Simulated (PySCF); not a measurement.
How methods differ on the ionisation energy of Sc⁺

Sc⁺ [Ar] 3d1 4s1 (3D) → Sc²⁺ [Ar] 3d1 (2D), as a difference of total energies. Computed with PySCF 2.14 in x2c-TZVPPall with one added diffuse shell each of s, p, d, f type (7s6p5d3f1g, 80 functions), with the spin-free X2C one-electron Hamiltonian (Gaussian nucleus). Correlated levels: valence: [Ar] frozen. The calculations carry no spin-orbit coupling.

```tsv
method	ionisation energy (eV)
UHF	12.227
MP2 (valence)	12.309
SCS-MP2 (valence)	12.254
CCSD (valence)	12.344
```

Task: How much does correlation contribute at MP2 (valence)?

Result: 12.309 − (12.227) = 0.082 eV, measured against UHF.

The reference lies between the lowest fine-structure levels, while these numbers refer to the centres of the terms.

Errors of the correlated levels include the incompleteness of this basis and the frozen core.

With two correlated electrons CCSD is exact in that space.

For comparison: 12.800 eV (measured; NIST Atomic Spectra Database, ionization energies).
